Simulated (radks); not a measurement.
Results of a calculation; reference values are marked as such.
Valence configurations of the gold ion Au2+ (all share [Xe]). Code: a radial shooting solver on a logarithmic mesh with Libxc functionals. Model: Dirac Kohn-Sham, PBEsol, spin-unpolarised, spherical densities, point nucleus; open shells fill j = l - 1/2 first. Order these by energy: 4f13 5d9 6s1; 4f14 5d9; 4f13 5d10; 4f13.5 5d9 6s0.5; 4f14 5d8 6p1; 4f14 5d8.5 6s0.5; 4f14 5d7 6p2; 4f12.5 5d9 6s1.5; 4f14 5d8 6s1; 4f14 5d7 6s2.

Answer. From the lowest, in eV above it: 4f14 5d9 0.000; 4f14 5d8.5 6s0.5 2.097; 4f14 5d8 6s1 4.497; 4f14 5d7 6s2 10.250; 4f14 5d8 6p1 11.915; 4f14 5d7 6p2 25.844; 4f13.5 5d9 6s0.5 40.768; 4f13 5d10 79.355; 4f13 5d9 6s1 85.030; 4f12.5 5d9 6s1.5 132.89. NIST lists [Xe] 4f14 5d9 as the ground configuration; this level of theory agrees among the configurations tried. The energies are those of spherical spin-averaged densities, not of single terms.
